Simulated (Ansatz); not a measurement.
`CO[Si]O` + H–F → `O[Si]F` + CH₃OH at 400 K and 1 bar (ligand exchange at the Si–O bond).

Calculated with Ansatz (gas phase, PBE0-D4/def2-TZVP geometries, no zero-point term in ΔE). CCSD(T)/CBS is the MP2 limit (def2-TZVPP, def2-QZVPP) plus CCSD(T) − MP2 in def2-TZVPP, frozen cores. This one scheme is used for every species. Each species was taken in one conformer, which may not be the lowest.

```tsv
species	CCSD(T)/CBS energy (Eh)	H − E (kJ/mol)	S (J/(mol·K))
`CO[Si]O`	-479.93637	174.7	335.6
H–F	-100.39570	36.5	182.2
`O[Si]F`	-464.72778	60.6	283.4
CH₃OH	-115.61712	151.2	252.6
```

H − E and S are ideal-gas, rigid-rotor, harmonic terms from PBE0-D4/def2-TZVP, for one conformer and one mirror image of each species. 1 Eh = 2625.50 kJ/mol, R = 8.31446 J/(mol·K).

By hand: ΔE, ΔH, ΔS and ΔG.

ΔE = (-464.72778) + (-115.61712) − (-479.93637) − (-100.39570) = -0.01283 Eh = -33.7 kJ/mol. Δ(H − E) = 60.6 + 151.2 − 174.7 − 36.5 = 0.6, so ΔH = -33.1 kJ/mol. ΔS = 283.4 + 252.6 − 335.6 − 182.2 = 18.2 J/(mol·K). ΔG = -33.1 − 400 × (18.2)/1000 = -40.4 kJ/mol.

By hand: the equilibrium constant, and the temperature at which ΔG would vanish if ΔH and ΔS stayed fixed.

log₁₀ K = −ΔG/(RT ln 10) = 5.3. ΔH and −TΔS have one sign here, so there is no such temperature.

ΔH outweighs TΔS. A doubt of 5 kJ/mol in ΔE shifts log₁₀ K by 0.7 here. Other conformers and mirror images would add mixing entropy, several J/(mol·K) or more a flexible species. These are equilibria of isolated gas molecules and say nothing of rates. Largest T1 diagnostic: 0.015 (customary marks: 0.02 for closed shells, 0.045 for open ones).
